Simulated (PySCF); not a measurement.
Coordinates in bohr (charge 0 multiplicity 1):
```
Nb    0.0000    0.3884   -0.6363
O     2.6010   -0.6849   -2.2331
O    -2.6010   -0.6849   -2.2331
Cl    0.0000   -0.4056    3.7328
```

Computed with PySCF, B3LYP, basis Nb def2-SVP with ECP28, O def2-SVP, Cl def2-SVP (scalar-relativistic core potentials, no spin–orbit coupling, density fitting).

This geometry of NbO2Cl is a stationary point at this level.

(1) What is the point group?

(2) Is it a minimum?

(3) List the harmonic modes with their infrared intensities.

(4) What are the dipole moment and the gap between the highest occupied and lowest empty levels?

(5) Give the ideal-gas entropy at 298.15 K and 1 bar by parts.

Results:

(1) Cs.

(2) Yes: all harmonic wavenumbers are real.

(3) 
| symmetry | ω (cm⁻¹) | IR (km/mol) | type |
| --- | --- | --- | --- |
| a' | 118 | 53.4 | bend |
| a'' | 160 | 4.1 | bend |
| a' | 322 | 10.9 | bend |
| a' | 421 | 56.1 | mixed |
| a'' | 981 | 224 | stretch |
| a' | 1019 | 111 | stretch |

(4) 4.40 D and 4.16 eV.

(5) translation 172.1, rotation 111.2, vibration 33.7, spin 0.0; total 317.1 J/(mol K).

Only a few start shapes were tried, so a lower isomer may exist.
